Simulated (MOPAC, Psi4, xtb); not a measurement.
Internal rotation in SMILES C(=Cc1ccc[se]1)c1ccc[se]1 (C10H8Se2), singlet. Scanned: dihedral C2–C1–C8–Se12; all other coordinates were relaxed at GFN2-xTB. Points at φ and −φ are mirror images. Heavy atoms are numbered in the order of the SMILES C(=Cc1ccc[se]1)c1ccc[se]1, hydrogens after them in the order of the atoms that carry them; the mirror image has the same energies with the sign of each dihedral reversed.

Levels: PM6, restricted, heats of formation // GFN2-xTB (MOPAC); GFN1-xTB // GFN2-xTB (xtb); PM7, restricted, heats of formation // GFN2-xTB (MOPAC); PBE-D3(BJ)/def2-SVP // GFN2-xTB (Psi4).

Energies relative to the lowest point of each profile, in kJ/mol; the last columns give the difference from PBE-D3(BJ):

```
φ / °  PM6  GFN1-xTB  PM7  PBE-D3(BJ)/def2-SVP  PM6 − PBE-D3(BJ)/def2-SVP  GFN1-xTB − PBE-D3(BJ)/def2-SVP  PM7 − PBE-D3(BJ)/def2-SVP
-----  ---  --------  ---  -------------------  -------------------------  ------------------------------  -------------------------
-165   4.4       5.1  1.6                  6.4                       -2.0                            -1.3                       -4.9
-150   3.6       7.9  1.5                  9.2                       -5.6                            -1.3                       -7.7
-135   3.2      12.6  1.9                 14.2                      -10.9                            -1.6                      -12.3
-120   3.1      18.7  2.7                 21.0                      -18.0                            -2.3                      -18.4
-105   1.7      24.7  2.3                 27.9                      -26.3                            -3.3                      -25.6
-90    0.0      27.6  1.4                 31.3                      -31.3                            -3.7                      -29.9
-75    1.1      25.5  2.5                 28.3                      -27.2                            -2.8                      -25.8
-60    2.8      19.4  3.2                 20.9                      -18.1                            -1.5                      -17.7
-45    3.8      11.9  2.6                 12.5                       -8.8                            -0.6                      -10.0
-30    4.4       5.5  1.4                  5.7                       -1.3                            -0.2                       -4.4
-15    4.8       1.4  0.4                  1.4                        3.3                            -0.1                       -1.1
0      4.9       0.0  0.0                  0.0                        4.9                             0.0                        0.0
15     4.8       1.4  0.4                  1.4                        3.3                            -0.1                       -1.1
30     4.4       5.5  1.4                  5.7                       -1.3                            -0.2                       -4.4
45     3.8      11.9  2.6                 12.5                       -8.8                            -0.6                      -10.0
60     2.8      19.4  3.2                 20.9                      -18.1                            -1.5                      -17.7
75     1.1      25.5  2.5                 28.3                      -27.2                            -2.8                      -25.8
90     0.0      27.6  1.4                 31.3                      -31.3                            -3.7                      -29.9
105    1.7      24.7  2.3                 27.9                      -26.3                            -3.3                      -25.6
120    3.1      18.7  2.7                 21.0                      -18.0                            -2.3                      -18.4
135    3.2      12.6  1.9                 14.2                      -10.9                            -1.6                      -12.3
150    3.6       7.9  1.5                  9.2                       -5.6                            -1.3                       -7.7
165    4.4       5.1  1.6                  6.4                       -2.0                            -1.3                       -4.9
180    4.8       4.2  1.7                  5.6                       -0.8                            -1.4                       -3.9
```

PM6 is furthest from PBE-D3(BJ)/def2-SVP at -90 (-31.3 kJ/mol, below); its mean absolute difference over the points is 13.0 kJ/mol.

GFN1-xTB is furthest from PBE-D3(BJ)/def2-SVP at -90 (-3.7 kJ/mol, below); its mean absolute difference over the points is 1.6 kJ/mol.

PM7 is furthest from PBE-D3(BJ)/def2-SVP at -90 (-29.9 kJ/mol, below); its mean absolute difference over the points is 13.3 kJ/mol.
